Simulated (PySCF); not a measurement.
Isomers of C2H6Si. Gas-phase values, no solvent. Strings in code marks are SMILES.

Method: PBE-D3(BJ)/def2-TZVP // B3LYP-D3(BJ)/def2-TZVP in PySCF. 

```json
[
 {"species": "`CC=[SiH2]`", "HOMO (eV)": "-5.24", "dipole moment (D)": "0.14", "LUMO (eV)": "-1.86"},
 {"species": "`C[SiH]=C`", "HOMO (eV)": "-5.26", "dipole moment (D)": "1.59", "LUMO (eV)": "-1.51"},
 {"species": "`C=C[SiH3]`", "HOMO (eV)": "-6.88", "dipole moment (D)": "0.74", "LUMO (eV)": "-1.50"},
 {"species": "`C1C[SiH2]1`", "HOMO (eV)": "-5.82", "dipole moment (D)": "0.21", "LUMO (eV)": "-0.51"}
]
```
